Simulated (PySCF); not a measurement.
SMILES O[Si](O)(C)[GeH3] (CAM-B3LYP/def2-SVP optimised geometry):

```
13

Si    -0.201    -1.164     0.000
C     -0.837     0.596     0.000
O     -0.653    -1.992     1.363
O      1.467    -1.164     0.000
Ge    -1.063    -2.424    -1.822
H     -0.566     1.126    -0.927
H     -1.934     0.610     0.084
H     -0.425     1.164     0.850
H     -0.090    -1.893     2.140
H      1.934    -0.501    -0.517
H     -0.523    -3.862    -1.811
H     -0.655    -1.789    -3.167
H     -2.600    -2.491    -1.805
```

Calculation: CAM-B3LYP/def2-TZVP run with PySCF.

Problem. What are the frontier orbital energies and the dipole moment?

Solution. HOMO-2 -10.69 eV, HOMO-1 -10.63 eV, HOMO -8.79 eV, LUMO 1.20 eV, LUMO+1 1.50 eV; dipole moment 2.65 D.

On the same geometry PBE/def2-TZVP run with PySCF gives HOMO-2 -7.91 eV, HOMO-1 -7.60 eV, HOMO -6.26 eV, LUMO -0.47 eV, LUMO+1 -0.34 eV; dipole moment 2.59 D.

Meta-Löwdin charges at CAM-B3LYP/def2-TZVP: Si1 1.18, C2 -0.63, O3 -0.76, O4 -0.77, Ge5 0.06, H6 0.12, H7 0.13, H8 0.12, H9 0.35, H10 0.35, H11 -0.05, H12 -0.06, H13 -0.05.
